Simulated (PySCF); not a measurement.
Isomers of C6H16N2, mass 116.131 u with the commonest isotopes. Theory: PBE0-D3(BJ)/def2-SVP geometry optimisation, gas phase (PySCF 2.14.0). One conformer each, none proved a minimum here; rigid rotors.

Question: Order these by rotational constant C, largest first.
A. `[CH3:1][CH2:2][C@@H:3]([CH3:4])[N:5]([CH3:6])[NH:7][CH3:8]` with C1–C2–C3–C4 178°, C2–C3–N5–C6 -67°, C3–N5–N7–C8 -140°
B. `[CH3:1][CH2:2][C@@H:3]([CH2:4][CH2:5][NH2:6])[NH:7][CH3:8]` with C1–C2–C3–C4 171°, C2–C3–C4–C5 -72°, C3–C4–C5–N6 -175°, C4–C5–N6–H -64° and 179°, C2–C3–N7–C8 163°
C. `[CH3:1][NH:2][N:3]([CH3:4])[C:5]([CH3:6])([CH3:7])[CH3:8]` with C1–N2–N3–C4 87°

Answer: C (1335 MHz), A (1176 MHz), B (834.3 MHz).

Question: Order these by rotational constant A, largest first.
A. `[CH3:1][NH:2][N:3]([CH3:4])[C:5]([CH3:6])([CH3:7])[CH3:8]` with C1–N2–N3–C4 87°
B. `[CH3:1][CH2:2][C@@H:3]([CH3:4])[N:5]([CH3:6])[NH:7][CH3:8]` with C1–C2–C3–C4 178°, C2–C3–N5–C6 -67°, C3–N5–N7–C8 -140°
C. `[CH3:1][CH2:2][C@@H:3]([CH2:4][CH2:5][NH2:6])[NH:7][CH3:8]` with C1–C2–C3–C4 171°, C2–C3–C4–C5 -72°, C3–C4–C5–N6 -175°, C4–C5–N6–H -64° and 179°, C2–C3–N7–C8 163°

Answer: A (2766 MHz), B (2507 MHz), C (2394 MHz).

Question: Order these by radius of gyration √(Σ m r²/M), largest first.
A. `[CH3:1][NH:2][N:3]([CH3:4])[C:5]([CH3:6])([CH3:7])[CH3:8]` with C1–N2–N3–C4 87°
B. `[CH3:1][CH2:2][C@@H:3]([CH3:4])[N:5]([CH3:6])[NH:7][CH3:8]` with C1–C2–C3–C4 178°, C2–C3–N5–C6 -67°, C3–N5–N7–C8 -140°
C. `[CH3:1][CH2:2][C@@H:3]([CH2:4][CH2:5][NH2:6])[NH:7][CH3:8]` with C1–C2–C3–C4 171°, C2–C3–C4–C5 -72°, C3–C4–C5–N6 -175°, C4–C5–N6–H -64° and 179°, C2–C3–N7–C8 163°

Answer: C (2.327 Å), B (2.065 Å), A (1.955 Å).

```
           SMILES  point group  Ia (u·Å²)  Ib (u·Å²)  Ic (u·Å²)      κ  μa (D)  μb (D)  μc (D)
  CC[C@@H](CCN)NC           C1     211.10     441.10     605.75  -0.60    0.90    0.73    0.61
   CNN(C)C(C)(C)C           C1     182.71     326.55     378.47  -0.70    0.35    0.92    0.59
CC[C@@H](C)N(C)NC           C1     201.55     359.16     429.87  -0.65    0.42    0.55    0.86
```
